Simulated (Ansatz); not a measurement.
Reaction (isomerisation): `N[SiH2]C(N)[SiH3]` → `CN[SiH](N)[SiH3]`

Calculated with Ansatz (gas phase, PBE0-D4/def2-TZVP geometries, no zero-point term in ΔE). CCSD(T)/CBS is the MP2 limit (def2-TZVPP, def2-QZVPP) plus CCSD(T) − MP2 in def2-TZVPP, frozen cores. Functionals use def2-TZVPP. One conformer a species, not always the lowest.

`N[SiH2]C(N)[SiH3]`:

Cartesian coordinates in Å:
```
N 1.111 2.393 0.384
Si 0.348 0.947 0.904
C -0.278 -0.178 -0.473
N 0.909 -0.618 -1.235
Si -1.370 -1.603 0.101
H 1.872 2.332 -0.274
H 0.551 3.212 0.210
H -0.787 1.339 1.783
H 1.334 0.129 1.667
H -0.880 0.474 -1.121
H 1.503 -1.199 -0.654
H 0.646 -1.180 -2.036
H -1.705 -2.464 -1.069
H -0.619 -2.441 1.078
H -2.636 -1.143 0.737
```

`CN[SiH](N)[SiH3]`:

```xyz
15

C    -1.570   -0.768   -1.588
N    -1.020   -0.775   -0.251
Si   -0.102    0.500    0.438
N    -0.289    0.410    2.140
Si    2.221    0.431    0.052
H    -2.525   -1.302   -1.623
H    -1.763    0.263   -1.895
H    -0.906   -1.215   -2.339
H    -0.891   -1.698    0.132
H    -0.646    1.718   -0.241
H    -1.202    0.471    2.564
H     0.434    0.735    2.760
H     2.504    0.619   -1.400
H     2.960    1.494    0.794
H     2.797   -0.883    0.457
```

CCSD(T)/CBS gives -0.73 eV.

Problem. Another level gave -0.73 eV. Which?
A. MP2/def2-TZVPP
B. CCSD(T)/def2-TZVPP
C. r2SCAN-D4/def2-TZVPP
D. HF/def2-TZVPP

Solution. B. CCSD(T)/def2-TZVPP -0.73, r2SCAN-D4 -0.78, MP2/def2-TZVPP -0.69, HF/def2-TZVPP -0.83 eV.

Largest T1 diagnostic among the species: 0.011.

In def2-TZVPP, CCSD(T) changes the Hartree–Fock value by +0.10 eV (the triples alone add +0.02 eV) and MP2 by +0.15 eV. The D4 term adds +0.03 eV with B3LYP and +0.01 eV with PBE0; it sums over pairs of atoms, weighted by their polarisabilities, and B3LYP, whose exchange is more repulsive, gets the larger term.

B3LYP here is the variant with VWN-RPA as its local correlation; programs differ in this.
